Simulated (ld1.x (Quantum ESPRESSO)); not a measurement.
u(r) = r·R(r): atom against pseudo-atom (hydrogen (H))

Columns: radius, all-electron u(r) and pseudo u(r) of the 1s shell (level -12.68 eV) of hydrogen in the configuration 1s0.5; PBE, non-relativistic, TM semilocal scheme, ld1.x (Quantum ESPRESSO) 7.5.

```csv
r (bohr),all-electron,pseudo
0.035,0.0730,0.0644
0.070,0.1408,0.1279
0.105,0.2037,0.1900
0.140,0.2620,0.2497
0.175,0.3158,0.3065
0.210,0.3654,0.3598
0.245,0.4111,0.4090
0.280,0.4529,0.4539
0.315,0.4912,0.4944
0.350,0.5262,0.5305
0.385,0.5579,0.5625
0.420,0.5867,0.5908
0.455,0.6126,0.6158
0.490,0.6358,0.6380
0.525,0.6565,0.6578
0.560,0.6749,0.6755
0.595,0.6911,0.6912
0.630,0.7051,0.7052
0.665,0.7172,0.7172
0.700,0.7275,0.7275
0.735,0.7361,0.7361
0.770,0.7430,0.7430
0.805,0.7485,0.7485
0.840,0.7525,0.7525
0.875,0.7553,0.7553
0.910,0.7568,0.7568
```

Task: How many radial nodes do the two functions have?

Result: The all-electron 1s function has n − l − 1 = 0; the pseudo-wave has 0.

Task: At about which radius was the pseudo-wave matched?

Result: 0.70 bohr. The columns agree to 0.0005 from 0.59 bohr on; several derivatives are matched, so the curves merge somewhat inside the radius.

Task: Is the pseudo-wave norm-conserving?

Result: Yes: the TM semilocal scheme keeps the norm inside the radius equal to the all-electron one, which fixes the energy derivative of the logarithmic derivative at the level.
